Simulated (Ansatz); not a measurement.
A displaced shape of singlet TiO2:

```xyz
3

Ti   -0.0424    0.0219   -0.3737
O    -0.0202    1.3567    0.5682
O    -0.0139   -1.3736    0.5339
```

It was optimised with HF/def2-SVP in Ansatz (development build ahead of 0.2.0) to forces under 0.001 eV/Å, with restricted orbitals. Each step stands on the lowest determinant of that kind that the program's search found.

(1) What shape does it relax to, and how does the optimisation go?

## Answers

(1)

```tsv
atom	x (Å)	y (Å)	z (Å)
Ti	-0.0408	0.0100	-0.3187
O	-0.0208	1.3595	0.5439
O	-0.0148	-1.3645	0.5031
```

Bond lengths: Ti1–O2 1.602 Å, Ti1–O3 1.602 Å. Angles: O2–Ti1–O3 116.5°.

| step | E − E(start) (eV) | largest force (eV/Å) |
| --- | --- | --- |
| 1 | 0.0000 | 4.2135 |
| 2 | -0.1912 | 0.6235 |
| 3 | -0.1964 | 0.0544 |
| 4 | -0.1964 | 0.0120 |
| 5 | -0.1964 | 0.0013 |
| 6 | -0.1964 | 0.0009 |

The optimisation ended after 6 steps with its threshold met.
